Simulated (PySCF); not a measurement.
**Radial density of Kr⁺ (krypton, charge +1)**

B3LYP, [Ar] 3d10 4s2 4p5, 2P determinant. All numbers are calculated (PySCF 2.14, scalar relativity by spin-free X2C-1e, in x2c-TZVPPall with one added diffuse shell each of s, p, d type (7s6p5d1f, 57 functions)).

```json
{"r (bohr)": "0.000608", "4πr²ρ (e/bohr)": "0.2737", "4πr²(ρα − ρβ)": "0.0000"}
{"r (bohr)": "0.00102", "4πr²ρ (e/bohr)": "0.6693", "4πr²(ρα − ρβ)": "0.0000"}
{"r (bohr)": "0.00172", "4πr²ρ (e/bohr)": "1.633", "4πr²(ρα − ρβ)": "0.0000"}
{"r (bohr)": "0.00290", "4πr²ρ (e/bohr)": "3.881", "4πr²(ρα − ρβ)": "0.0000"}
{"r (bohr)": "0.00487", "4πr²ρ (e/bohr)": "8.719", "4πr²(ρα − ρβ)": "0.0000"}
{"r (bohr)": "0.00819", "4πr²ρ (e/bohr)": "17.92", "4πr²(ρα − ρβ)": "0.0000"}
{"r (bohr)": "0.0138", "4πr²ρ (e/bohr)": "31.72", "4πr²(ρα − ρβ)": "0.0005"}
{"r (bohr)": "0.0232", "4πr²ρ (e/bohr)": "43.60", "4πr²(ρα − ρβ)": "0.0035"}
{"r (bohr)": "0.0390", "4πr²ρ (e/bohr)": "42.11", "4πr²(ρα − ρβ)": "0.0155"}
{"r (bohr)": "0.0656", "4πr²ρ (e/bohr)": "37.08", "4πr²(ρα − ρβ)": "0.0435"}
{"r (bohr)": "0.110", "4πr²ρ (e/bohr)": "51.33", "4πr²(ρα − ρβ)": "0.0521"}
{"r (bohr)": "0.185", "4πr²ρ (e/bohr)": "42.55", "4πr²(ρα − ρβ)": "-0.0037"}
{"r (bohr)": "0.312", "4πr²ρ (e/bohr)": "31.06", "4πr²(ρα − ρβ)": "0.0946"}
{"r (bohr)": "0.525", "4πr²ρ (e/bohr)": "33.54", "4πr²(ρα − ρβ)": "0.0645"}
{"r (bohr)": "0.883", "4πr²ρ (e/bohr)": "9.651", "4πr²(ρα − ρβ)": "0.1563"}
{"r (bohr)": "1.48", "4πr²ρ (e/bohr)": "5.328", "4πr²(ρα − ρβ)": "0.6986"}
{"r (bohr)": "2.50", "4πr²ρ (e/bohr)": "1.616", "4πr²(ρα − ρβ)": "0.2566"}
{"r (bohr)": "4.20", "4πr²ρ (e/bohr)": "0.07268", "4πr²(ρα − ρβ)": "0.0093"}
{"r (bohr)": "7.07", "4πr²ρ (e/bohr)": "3.182e-05", "4πr²(ρα − ρβ)": "0.0000"}
```

Densities and radii are taken from the X2C orbitals without a picture-change correction, which distorts them close to the nucleus.

(1) Where is the radial spin density 4πr²(ρα − ρβ) most negative, and why is it negative at all?

Results:

(1) Around r = 0.185 bohr, down to -0.0037 e/bohr: exchange with the open shell polarises the paired shells in an unrestricted calculation.
